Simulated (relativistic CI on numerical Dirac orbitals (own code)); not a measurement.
**Ca12+: what numerical and physical settings do to a radial Dirac CI calculation**

Reference input:

```
atom Ca  Z=20  charge=12  electrons=8
nucleus A=40  rms_radius_fm=3.4776
hamiltonian dirac-coulomb  breit=on  qed=on  c_scale=1
orbitals kli  potential=per-configuration
slater_scale 1
correlation none
mixing on
grid step=0.0125 r_max=7.7
scf mixing=0.4 start=green max_iterations=150 tolerance=2e-08 node_fill=0.05
configurations
  [He] 2s2 2p4
  [He] 2s 2p5
  [He] 2p6
end
```

Computed lowest total energy -597.14762 Ha, first excitation 24350.2 cm⁻¹, 27 SCF steps. Runs with settings changed; * marks those that are bad on purpose (the QED terms keep the true α when c is scaled):

| Changed | Outcome | Lowest level | ΔE (Ha) | First excitation (cm⁻¹) | SCF steps | Message |
| --- | --- | --- | --- | --- | --- | --- |
| start potential previous, speed of light × 10, nuclear radius 3.8254 fm | converged | 2s²2p⁴ ³P2 | 2.66 | 222.0 | 23 |  |
| QED terms off | converged | 2s²2p⁴ ³P2 | -0.126 | 24283.8 | 27 |  |
| Slater scale 0.5 | converged | 2s²2p⁴ ³P2 | 0.0772 | 24982.4 | 27 |  |
| end of the grid at 3.85 bohr, SCF tolerance 1e-10, node fill of the KLI weights 0 | converged | 2s²2p⁴ ³P2 | 0.000174 | 24338.7 | 31 |  |
| grid step 0.3 * | converged | 2p⁶ ¹S0 | 54.7 | 1766447.9 | 60 | orbitals of one symmetry overlap by 3.3e-01; an occupied orbital reaches the end of the grid |
| iteration limit 4 * | not converged |  |  |  | 4 | SCF of 1s2 2s2 2p4 did not converge |
